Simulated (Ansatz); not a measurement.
The same path of AlClH5NO (9 atoms, charge 0, multiplicity 1) was run 3 times with different band settings.

Theory: Ansatz 0.2.0, RKS PBE-D4/6-31G*.

Relaxed end points:

```xyz
9
Properties=species:S:1:pos:R:3
Al 0.073 0.141 0.153
Cl -0.062 -0.867 2.055
H 1.431 0.087 -0.672
N -1.589 0.289 -0.688
H -2.359 -0.290 -0.344
H -1.639 0.301 -1.710
O -0.324 2.029 0.682
H -1.216 1.810 0.199
H -0.515 2.117 1.642
```

```xyz
9
Properties=species:S:1:pos:R:3
Al 0.072 0.142 0.149
Cl -0.063 -0.854 2.059
H 1.431 0.085 -0.675
N -1.589 0.287 -0.689
H -1.639 0.300 -1.712
H -2.360 -0.294 -0.346
O -0.322 2.033 0.684
H -1.213 1.820 0.201
H -0.518 2.098 1.645
```

Common settings: optimiser quadratic models (default); start path through a guess of the saddle point; force threshold 0.03 eV/Å; end points relaxed.

| run | movable images | climbing image | spring | iteration limit |
| --- | --- | --- | --- | --- |
| 1 | 9 | yes | 5.0 eV/Å² | 47 |
| 2 | 9 | yes | 0.1 eV/Å² | 58 |
| 3 | 3 | no | 5.0 eV/Å² | 60 |

Q: What does each run give, and how far can it be trusted?

A: Run 1: converged after 15 iterations, highest image 0.367 eV above the first end. A vibrational analysis at the climbing image gives one clearly imaginary mode, 356i cm⁻¹: a first-order saddle point.
Run 2: converged after 14 iterations, highest image 0.367 eV above the first end. Another band between the same ends (9 images) ends at a top of the same energy, where a vibrational analysis finds 1 clearly imaginary mode.
Run 3: converged after 12 iterations, highest image 0.357 eV above the first end. No image climbed, so the highest image needn't sit at the top of the path. So few images can step over the top or miss a turn of the path.
